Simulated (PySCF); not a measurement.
## Radial density of Au⁺ (gold, charge +1)

UHF, [Xe] 4f14 5d10, closed-shell 1S. All numbers are calculated (PySCF 2.14, the spin-free X2C one-electron Hamiltonian (Gaussian nucleus), in x2c-TZVPPall (11s7p7d3f1g, 97 functions)).

```csv
r (bohr),4πr²ρ (e/bohr)
0.0133,109.3
0.0223,96.33
0.0375,130.1
0.0632,139.7
0.106,118.9
0.179,121.0
0.301,78.89
0.505,64.91
0.850,22.86
1.43,11.14
2.41,1.891
4.05,0.1142
6.81,6.672e-05
```

Densities and radii are taken from the X2C orbitals without a picture-change correction, which distorts them close to the nucleus.

Spin-orbit coupling, which splits the p, d and f shells strongly at this Z, is absent.
